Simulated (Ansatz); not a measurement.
```yaml
crystal:
  periodic: [false, false, false]
  atoms:
    - {symbol: Pt, position_ang: [-0.416166, -1.404444, 0.122488]}
    - {symbol: Pt, position_ang: [-0.572685, 1.003615, -0.909253]}
    - {symbol: Ru, position_ang: [0.988851, 0.400830, 0.786775]}
basis:
  gaussian: {orbitals: def2-SVP}
hamiltonian: {xc: {name: CAM-B3LYP}}
scf: {omitted_lower_state_checks: [starts]}
```

```sh
$ ansatz run in.yaml --threads 4 --pin off --events-out ev --progress --plain --max-ram 3916MiB
```

Shortened log:

```
Functional definition: CAM-B3LYP
986 factors; their error is unknown
239 factors; integrals over basis functions are off by at most 1.6e-5 eV
mean field evaluation 1: about -9062.0184 eV, gradient 5.1e1 eV
mean field evaluation 2: about -8957.6150 eV, gradient 2.0e2 eV
mean field evaluation 4: about -9067.5783 eV, gradient 1.2e1 eV
mean field evaluation 8: about -9068.4721 eV, gradient 1.9e0 eV
mean field evaluation 16: about -9068.7949 eV, gradient 4.1e-1 eV
mean field evaluation 32: about -9068.9486 eV, gradient 4.6e-4 eV
mean field evaluation 64: about -9068.9492 eV, gradient 1.2e-1 eV
mean field evaluation 96: about -9068.9520 eV, gradient 1.3e-2 eV
mean field evaluation 128: about -9068.9512 eV, gradient 1.3e-3 eV
mean field -9068.95191959 eV, -333.2778358886 hartree, gradient 1.2e-6 eV, S^2 0.000000; 2 other end points of the search recorded, 0 dependent functions left out
reference -9068.95202133 eV, -333.2778396273 hartree; 26, 26 occupied and 69, 69 virtual orbitals, 986 factors
Total energy: -9068.95202133 eV, -333.2778396273 hartree
Checks for a lower state left out: starts
```

Run time 23 s (4 threads of Intel Xeon 6975P-C on a shared host).

In the def2 sets Pt, Ru take a core potential; there is no spin–orbit coupling. The restricted singlet is unstable towards broken spin symmetry in Hartree–Fock (as tested in another run); at RKS CAM-B3LYP/def2-SVP this wasn't settled.
